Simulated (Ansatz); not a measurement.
C2H6AlBr, SMILES `[CH3][Al]([CH3])[Br]`, relaxed with RKS PBE-D4/def2-SVP in Ansatz 0.2.0 from a rough embedded geometry. The force threshold is 0.03 eV/Å; the program also tests the step.

Total charge 0; spin multiplicity 1.

Start:

```xyz
10

C    -1.059   -1.293   -0.425
Al   -0.362    0.254    0.511
C     1.356    1.037   -0.042
Br   -1.498    1.163    2.358
H    -0.369   -2.171   -0.408
H    -1.222   -1.035   -1.563
H    -2.030   -1.606   -0.034
H     1.363    1.397   -1.074
H     1.634    1.946    0.622
H     2.186    0.307    0.054
```

```tsv
step	energy (eV)	largest force (eV/Å)	largest move (Å)
1	-78787.8440	1.561	0.000
2	-78787.9894	0.664	0.121
3	-78788.0032	0.060	0.029
4	-78788.0040	0.046	0.018
5	-78788.0041	0.004	0.004
```

End:

```xyz
10

C    -1.097   -1.298   -0.444
Al   -0.314    0.239    0.483
C     1.387    1.078   -0.005
Br   -1.464    1.115    2.261
H    -0.401   -2.165   -0.423
H    -1.272   -1.062   -1.516
H    -2.061   -1.621   -0.002
H     1.371    1.410   -1.065
H     1.631    1.955    0.628
H     2.221    0.348    0.084
```

Run time 6.5 s (4 threads of an Arm Neoverse V1 on a shared host); peak host memory 0.16 GiB.
